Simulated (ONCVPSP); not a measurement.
## Plane-wave convergence, ONCV potential for C

ONCVPSP 4.0.1 input, shortened (lines: element, Z, core and valence counts, functional; n l f; lmax; l rc ep ncon nbas qcut; lloc lpopt rc5 dvloc0; l nproj debl; icmod fcfact rcfact), PBE, scalar-relativistic:

```
  C 6.00    1    1        4      upf
    1    0    2.00
    2    0    2.00
    2
    0    1.20    0.00    3    8    6.60
    1    1.25    0.23    4    8    5.70
    2    1.00    0.28    5    9    9.10
    4    5    0.85    3.00
    0    2    3.90
    1    2    3.80
    2    2    0.80
    3    1.75    1.55
```

In the p channel the program set the typed energies aside and used 0.050, 3.850 Ha.

**Question.** For each optimised wave give the share of its norm inside rc, the residual kinetic energy above qcut (Ha) and the cutoffs (Ha) for errors of 10, 1, 0.1 and 0.01 mHa per electron.

**Answer.**

```json
{"wave": "2s", "norm inside rc": "0.437", "residual KE": "1.5e-04", "10 mHa": "11.9", "1 mHa": "17.4", "0.1 mHa": "24.2", "0.01 mHa": "130.8"}
{"wave": "s projector 2", "norm inside rc": "0.050", "residual KE": "2.8e-04", "10 mHa": "13.3", "1 mHa": "18.7", "0.1 mHa": "27.8", "0.01 mHa": "96.1"}
{"wave": "p projector 1", "norm inside rc": "0.116", "residual KE": "8.1e-03", "10 mHa": "15.5", "1 mHa": "67.5", "0.1 mHa": "128.7", "0.01 mHa": "148.7"}
{"wave": "p projector 2", "norm inside rc": "0.053", "residual KE": "3.8e-02", "10 mHa": "21.1", "1 mHa": "44.5", "0.1 mHa": "114.3", "0.01 mHa": "158.9"}
{"wave": "d projector 1", "norm inside rc": "0.014", "residual KE": "1.0e-05", "10 mHa": "6.6", "1 mHa": "13.9", "0.1 mHa": "26.6", "0.01 mHa": "41.8"}
{"wave": "d projector 2", "norm inside rc": "0.032", "residual KE": "2.9e-05", "10 mHa": "9.8", "1 mHa": "19.8", "0.1 mHa": "33.6", "0.01 mHa": "48.4"}
```

The occupied waves need 17 Ha and 24 Ha for 1 and 0.1 mHa. The cutoffs count occupied waves only; projector 1 of the p channel, the hardest unoccupied one, needs 68 Ha at the loose tolerance.
